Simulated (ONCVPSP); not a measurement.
**Ranking ONCV potentials for Co**

All share these settings but for the change named:

```json
{
 "Element": "cobalt",
 "Generator": "ONCVPSP 4.0.1",
 "Type": "optimised norm-conserving Vanderbilt (ONCV)",
 "Functional": "PBE",
 "Relativity": "scalar-relativistic",
 "Frozen core": "[Ne]",
 "Valence charge": "17",
 "Reference configuration": "3s2 3p6 3d7 4s1.5 (charge +0.5)",
 "Partial waves": "3s+4s: rc 1.00 bohr, ncon 4, nbas 7, qcut 10.6 1/bohr, 2 projectors; 3p: rc 0.85 bohr, ncon 4, nbas 7, qcut 8.2 1/bohr, 2 projectors, debl 1.3 Ha; 3d: rc 1.25 bohr, ncon 4, nbas 7, qcut 15.2 1/bohr, 1 projector",
 "Local potential": "polynomial inside 0.80 bohr (lpopt 2, dvloc0 6 Ha)",
 "Core correction": "Teter function, fcfact 3, rcfact 1.25"
}
```

In the p channel the program set the typed energies aside and used -2.567, 0.250 Ha.

Test errors are all-electron minus pseudo excitation energies from the reference, over 3s2 3p6 3d7 4s2; 3s2 3p6 3d7 4s1; 3s2 3p6 3d7 4s0; 3s2 3p6 3d6 4s2. None of these files shows a bound ghost.

The base gives 5.4 meV.

Of 9 variants that were run, those that failed, showed a ghost or another fault, or gave nearly equal values are left out.

A variant can come out equal or close to the base, since the largest error may sit in a test that the change hardly touches while other tests move.

Rank these variants by their largest absolute test error, smallest first.
A. s: qcut 13.4; p: qcut 10.4; d: qcut 19.2
B. s: qcut 7.7; p: qcut 6; d: qcut 11
C. s: qcut 6.8; p: qcut 5.3; d: qcut 9.7
D. s: qcut 11.4; p: qcut 8.8; d: qcut 16.3
E. s: qcut 10.1; p: qcut 7.8; d: qcut 14.5

A (2.8 meV), D (3.9 meV), E (5.9 meV), B (11.6 meV), C (15.3 meV).
